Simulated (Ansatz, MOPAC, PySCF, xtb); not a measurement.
Pair of molecules: CH3F (SMILES CF) (first 5 atoms) with CH2O (SMILES C=O); geometry from B3LYP-D3(BJ)/def2-TZVP, rigid monomers moved along the line of their centres of mass till F2···H9 is 2.78 Å.
(charge 0, multiplicity 1):
```tsv
atom	x (Å)	y (Å)	z (Å)
C	0.1629	-0.2608	-0.4566
F	0.4513	1.0416	-0.0360
H	1.0010	-0.6223	-1.0531
H	0.0210	-0.8818	0.4265
H	-0.7446	-0.2335	-1.0603
C	0.2694	0.3250	3.5354
O	0.0166	-0.8216	3.2771
H	0.3419	0.6789	4.5821
H	0.4404	1.0753	2.7444
```

Counterpoise-corrected where a basis set is named; no monomer relaxation. Rows marked so take none.

Rows in 3-21G carry no dispersion term and start afresh at each structure. The state reached by PM6 isn't checked.

Codes used: Ansatz (an electronic-structure program); MOPAC for PM6 (differences of heats of formation); PySCF for 3-21G rows; xtb for the GFN methods. Values without a source in brackets are computed.

Problem. One of these levels gives -104.7 meV for the interaction energy. Which?
A. PM6
B. HF/3-21G (no counterpoise)
C. PBE/def2-TZVPPD
D. GFN2-xTB

Solution. D, GFN2-xTB. The others give -59.8 (PM6), -178.7 (HF/3-21G (no counterpoise)), -83.9 (PBE/def2-TZVPPD)
